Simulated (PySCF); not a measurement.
C₅H₆N₂OS.
Geometry (GFN2-xTB, Å), atoms numbered from 1 in this order:
```
atom  x, y, z in Å
C1     2.5015   -0.0082   -0.1285
C2     1.1001   -0.5103    0.0994
O3     0.8467   -1.6372    0.4608
C4     0.0374    0.4660   -0.1481
S5     0.2830    2.0910   -0.6641
N6    -1.3392    2.3774   -0.6689
N7    -2.0314    1.3850   -0.3250
C8    -1.3384    0.2772   -0.0180
C9    -2.0267   -0.9629    0.4026
H10    2.7007    0.8410    0.5223
H11    3.2148   -0.8013    0.0793
H12    2.6135    0.3222   -1.1595
H13   -1.6916   -1.2573    1.3958
H14   -1.7748   -1.7772   -0.2748
H15   -3.0999   -0.7976    0.4049
```

NICS is the negative of the GIAO shielding at a point without a nucleus: at the ring centre (0) and 1 Å above and below it (1); zz is the component along the ring normal. Level: GIAO PBE0/pcSseg-1 (PySCF, non-relativistic, gas phase) on the GFN2-xTB geometry, one conformer.

Ring bond lengths (Å), with Mayer bond orders in brackets: C4–S5 1.723 (1.23), S5–N6 1.647 (1.16), N6–N7 1.258 (1.51), N7–C8 1.342 (1.29), C8–C4 1.395 (1.32).

**Question.** What do the NICS probes read (ppm)?

**Answer.** 
```csv
ring,type,NICS(0),"NICS(1), two faces","NICS(1)zz, two faces",rms pucker (Å),"centre to ring atoms, mean (Å)"
C4–S5–N6–N7–C8,5-membered ring with 2 N and S; formal bonds all aromatic,-11.1,-12.9 / -12.9,-29.5 / -29.5,0.00,1.25
```

**Question.** What do they say, and how far can they be read as aromaticity?

**Answer.** 
- C4–S5–N6–N7–C8: mean NICS(1)zz -29.5 ppm, shielded. The ring is flat and has no four-coordinate atom; by the NICS criterion it is aromatic.

**Question.** Give the inner angles of the rings and the Hirshfeld charges of the ring atoms.

**Answer.** 
- C4–S5–N6–N7–C8: C4 107.2° (-0.056 e), S5 91.4° (+0.191 e), N6 113.8° (-0.112 e), N7 115.4° (-0.097 e), C8 112.1° (+0.056 e); sum 540.0° against 540° for a flat convex ring.
